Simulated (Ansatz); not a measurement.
Total energies of triphenyltelluronium bromide, `[Br-].c1ccc([Te+](c2ccccc2)c2ccccc2)cc1` from Ansatz at PBE0-D4/def2-TZVP, gas phase (1 Eh = 27.2114 eV = 2625.5 kJ/mol). The reference geometry is relaxed at PBE-D4/def2-SVP.

Cartesian coordinates in Å:
```
Br 0.5283 -2.6452 3.1830
C -1.4271 4.0253 -0.5499
C -0.3118 3.3090 -1.0143
C 0.0550 2.0969 -0.4051
C -0.6953 1.5965 0.6753
Te -0.2623 -0.2837 1.8113
C 1.7116 -0.3452 0.9624
C 2.5931 0.7126 1.2310
C 3.8959 0.6651 0.7069
C 4.2988 -0.4238 -0.0806
C 3.4034 -1.4743 -0.3402
C 2.1040 -1.4460 0.1888
C -1.3064 -1.4674 0.3062
C -1.6661 -0.8920 -0.9242
C -2.3612 -1.6701 -1.8641
C -2.7051 -2.9990 -1.5703
C -2.3490 -3.5560 -0.3326
C -1.6446 -2.7940 0.6142
C -1.8056 2.3225 1.1427
C -2.1762 3.5309 0.5294
H -1.7115 4.9745 -1.0293
H 0.2787 3.6959 -1.8596
H 0.9280 1.5423 -0.7826
H 2.2769 1.5766 1.8356
H 4.5968 1.4869 0.9184
H 5.3193 -0.4568 -0.4913
H 3.7197 -2.3322 -0.9529
H 1.4110 -2.2823 0.0155
H -1.4133 0.1510 -1.1604
H -2.6356 -1.2251 -2.8334
H -3.2543 -3.6015 -2.3100
H -2.6158 -4.5974 -0.0929
H -1.3317 -3.2311 1.5782
H -2.3979 1.9472 1.9956
H -3.0498 4.0899 0.8992
```

```json
{"state": "charge 0 singlet", "geometry": "reference", "energy (Eh)": "-3536.26158"}
{"state": "charge 1 doublet", "geometry": "reference", "energy (Eh)": "-3535.97549"}
{"state": "charge -1 doublet", "geometry": "reference", "energy (Eh)": "-3536.28023"}
{"state": "charge -1 doublet", "geometry": "relaxed at PBE-D4/def2-SVP", "energy (Eh)": "-3536.29167"}
{"state": "free Br atom (doublet)", "geometry": "–", "energy (Eh)": "-2573.81189"}
{"state": "free C atom (triplet)", "geometry": "–", "energy (Eh)": "-37.80537"}
{"state": "free Te atom (triplet)", "geometry": "–", "energy (Eh)": "-267.99464"}
{"state": "free H atom (doublet)", "geometry": "–", "energy (Eh)": "-0.50104"}
```

In the def2 sets Te takes a core potential; there is no spin–orbit coupling. Single mean-field runs in def2-TZVP are fitted with def2-universal-jkfit.

(1) Work out the vertical ionisation energy to the doublet.

(2) Work out the vertical electron affinity, to the doublet.

(3) Give the fundamental gap IE − EA, the Mulliken electronegativity (IE + EA)/2 and the hardness (IE − EA)/2.

(4) How much does the charge -1 doublet relax, and what is the adiabatic electron affinity?

(5) What is the binding energy per atom against free atoms?

(1) E(charge 1 doublet) − E(charge 0 singlet) = -3535.97549 − (-3536.26158) = 0.28609 Eh = 7.78 eV. For comparison, −ε of the highest occupied level is 6.33 eV at this level, 1.45 eV less.

(2) E(charge 0 singlet) − E(charge -1 doublet) = -3536.26158 − (-3536.28023) = 0.01865 Eh = 0.51 eV. The basis lacks diffuse functions, which makes affinities too small.

(3) From the values in Eh: IE − EA = 0.28609 − 0.01865 = 0.26744 Eh = 7.28 eV; (IE + EA)/2 = 4.15 eV; (IE − EA)/2 = 3.64 eV. The HOMO–LUMO gap of the same run is 4.71 eV, 2.57 eV smaller than the fundamental gap.

(4) Relaxation: -3536.28023 − (-3536.29167) = 0.01144 Eh = 0.31 eV. Adiabatic electron affinity: 0.03009 Eh = 0.82 eV, without zero-point energy. 

(5) Atoms: 1 × (-2573.81189) + 18 × (-37.80537) + 1 × (-267.99464) + 15 × (-0.50104) = -3529.81879 Eh. Binding: -3529.81879 − (-3536.26158) = 6.44279 Eh = 175.32 eV, or 5.01 eV for each of 35 atoms (no zero-point energy, no counterpoise term).

At PBE0-D4/def2-TZVP the highest occupied level of the charge -1 doublet lies above zero (up to 0.70 eV). By energy differences its removal costs 0.51 eV (vertical, to the charge 0 singlet, at PBE0-D4/def2-TZVP); self-interaction error and the lack of diffuse functions both raise the level.
